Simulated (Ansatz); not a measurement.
Geometry optimisation, RKS PBE/def2-SVP (Ansatz).

Input file:

```yaml
crystal:
  periodic: [false, false, false]
  atoms:
    - { symbol: B, position_ang: [0.2961, -1.7429, 1.2212] }
    - { symbol: C, position_ang: [1.1834, -0.4195, 1.1897] }
    - { symbol: B, position_ang: [0.8478, 0.4789, -0.1041] }
    - { symbol: C, position_ang: [-0.4305, 1.2574, -0.2512] }
    - { symbol: C, position_ang: [-1.1943, 0.77, -1.4675] }
    - { symbol: C, position_ang: [-1.7682, 0.4071, -2.4402] }
    - { symbol: H, position_ang: [0.3219, -2.4817, 0.332] }
    - { symbol: H, position_ang: [-0.4623, -1.8529, 2.1003] }
    - { symbol: H, position_ang: [1.0276, 0.2011, 2.1514] }
    - { symbol: H, position_ang: [2.2473, -0.7484, 1.1836] }
    - { symbol: H, position_ang: [1.7014, 0.6035, -0.9005] }
    - { symbol: H, position_ang: [-1.1283, 1.0721, 0.6553] }
    - { symbol: H, position_ang: [-0.3594, 2.362, -0.3517] }
    - { symbol: H, position_ang: [-2.2954, 0.064, -3.2894] }
basis:
  gaussian: { orbitals: def2-SVP }
hamiltonian:
  xc: pbe
relax:
  f_tol: 0.02
  max_steps: 50
```

Run as:

```bash
$ ansatz run input.yaml --threads 2 --pin off --max-ram 3072MiB --backend cpu --events-out ev --progress --plain --runs-dir out
```

**Question.** Where does it end, and by what steps?

**Answer.** The run converged. After 23 steps the energy has fallen by 1.047 eV; H14 moved furthest, 2.25 Å. Joined: B1–C6 (4.72 → 1.73 Å).

| step | energy less start (eV) | largest force component (eV/Å) | accepted |
| --- | --- | --- | --- |
| 0 | 0.0000 | 4.356 | yes |
| 1 | -0.3661 | 1.582 | yes |
| 2 | -0.5178 | 0.470 | yes |
| 3 | -0.5571 | 0.182 | yes |
| 4 | -0.5806 | 0.730 | yes |
| 5 | -0.6208 | 0.457 | yes |
| 6 | -0.6494 | 0.232 | yes |
| 7 | -0.6718 | 0.283 | yes |
| 8 | -0.6994 | 0.226 | yes |
| 9 | -0.7246 | 0.184 | yes |
| 10 | -0.7484 | 0.197 | yes |
| 11 | -0.7689 | 0.212 | yes |
| 12 | -0.7733 | 0.527 | yes |
| 13 | -0.7939 | 0.237 | yes |
| 14 | -0.7975 | 0.498 | yes |
| 15 | -0.8259 | 0.424 | yes |
| 16 | -0.8980 | 0.473 | yes |
| 17 | -0.9590 | 0.318 | yes |
| 18 | -0.9992 | 1.073 | yes |
| 19 | -1.0351 | 0.184 | yes |
| 20 | -1.0420 | 0.264 | yes |
| 21 | -1.0463 | 0.095 | yes |
| 22 | -1.0473 | 0.022 | yes |
| 23 | -1.0474 | 0.011 | yes |

```xyz
14
Properties=species:S:1:pos:R:3
B -0.034 -1.303 -0.032
C 0.765 -0.360 1.162
B 0.986 0.668 0.086
C -0.239 1.738 -0.255
C -0.980 0.635 -0.750
C -1.328 -0.578 -0.923
H 0.704 -1.839 -0.846
H -0.743 -2.040 0.653
H 0.056 -0.173 1.987
H 1.635 -0.961 1.480
H 1.886 0.644 -0.731
H -0.695 2.233 0.625
H 0.097 2.458 -1.024
H -2.123 -1.152 -1.404
```

Whether the end is a true minimum wasn't checked by a vibrational analysis.

Run time: 61 s on 2 threads of Intel(R) Xeon(R) Platinum 8259CL CPU @ 2.50GHz (Skylake/Cascade Lake), on a shared host, peak memory 0.18 GiB.
